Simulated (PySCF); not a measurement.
**SMILES [SiH3][SiH2]C[SiH2]P, CH11PSi3**

Geometry:
```json
{"atom": "Si1", "x (Å)": "2.094", "y (Å)": "-1.394", "z (Å)": "0.022"}
{"atom": "Si2", "x (Å)": "1.116", "y (Å)": "0.658", "z (Å)": "-0.569"}
{"atom": "C3", "x (Å)": "-0.704", "y (Å)": "0.466", "z (Å)": "-1.051"}
{"atom": "Si4", "x (Å)": "-1.944", "y (Å)": "0.504", "z (Å)": "0.363"}
{"atom": "P5", "x (Å)": "-1.327", "y (Å)": "-0.967", "z (Å)": "1.977"}
{"atom": "H6", "x (Å)": "1.783", "y (Å)": "-2.403", "z (Å)": "-1.042"}
{"atom": "H7", "x (Å)": "1.584", "y (Å)": "-1.912", "z (Å)": "1.327"}
{"atom": "H8", "x (Å)": "3.580", "y (Å)": "-1.244", "z (Å)": "0.106"}
{"atom": "H9", "x (Å)": "1.887", "y (Å)": "1.196", "z (Å)": "-1.737"}
{"atom": "H10", "x (Å)": "1.257", "y (Å)": "1.638", "z (Å)": "0.555"}
{"atom": "H11", "x (Å)": "-0.828", "y (Å)": "-0.470", "z (Å)": "-1.622"}
{"atom": "H12", "x (Å)": "-0.969", "y (Å)": "1.290", "z (Å)": "-1.737"}
{"atom": "H13", "x (Å)": "-1.936", "y (Å)": "1.857", "z (Å)": "1.000"}
{"atom": "H14", "x (Å)": "-3.324", "y (Å)": "0.236", "z (Å)": "-0.152"}
{"atom": "H15", "x (Å)": "-2.598", "y (Å)": "-0.920", "z (Å)": "2.627"}
{"atom": "H16", "x (Å)": "-1.663", "y (Å)": "-2.116", "z (Å)": "1.196"}
```

The calculation used PySCF, GIAO CAM-B3LYP/pcSseg-1 magnetisability, rotational g tensor and spin-rotation constants, non-relativistic, gas phase. Geometry: PBE0-D3(BJ)/def2-SVP.

**Question.** Give the nuclear spin-rotation constants along the inertial axes (H = +C I·J) beside the isotropic shieldings.

**Answer.** Rotational constants 2.2407, 1.1211, 0.8122 GHz. A star marks the isotopologue with that one atom substituted, in its own axes.
```tsv
atom	isotope	Caa (kHz)	Cbb (kHz)	Ccc (kHz)	mean (kHz)	σ (ppm)
P5	31P	1.959	1.150	0.743	1.284	581.4
H6	1H	-0.205	-0.104	0.025	-0.095	28.0
H7	1H	-0.111	-0.007	-0.072	-0.063	27.5
H8	1H	0.017	-0.099	-0.057	-0.046	27.8
H9	1H	-0.060	-0.024	-0.074	-0.052	27.3
H10	1H	-0.180	-0.103	0.025	-0.086	27.4
H11	1H	-0.236	-0.131	-0.007	-0.125	31.7
H12	1H	-0.237	0.004	-0.095	-0.109	31.0
H13	1H	-0.179	-0.080	0.013	-0.082	27.1
H14	1H	-0.048	-0.089	-0.021	-0.053	26.6
H15	1H	0.029	-0.108	-0.094	-0.058	29.7
H16	1H	-0.256	-0.109	0.005	-0.120	30.1
Si1	29Si*	-1.157	-0.568	-0.430	-0.719	443.1
Si2	29Si*	-1.199	-0.648	-0.453	-0.766	412.1
C3	13C*	0.272	0.100	0.075	0.149	195.7
Si4	29Si*	-1.281	-0.652	-0.504	-0.812	382.8
```
For the geometry as given, no vibrational averaging.

**Question.** How do the rotational constants and the g tensor change when H6, H7, H8, H9, H10, H11, H12, H13, H14, H15, H16 are replaced by deuterium?

**Answer.** Constants 1.8750, 0.9756, 0.7167 GHz; g -0.0187, -0.0114, -0.0086, against -0.0223, -0.0131, -0.0097 before.
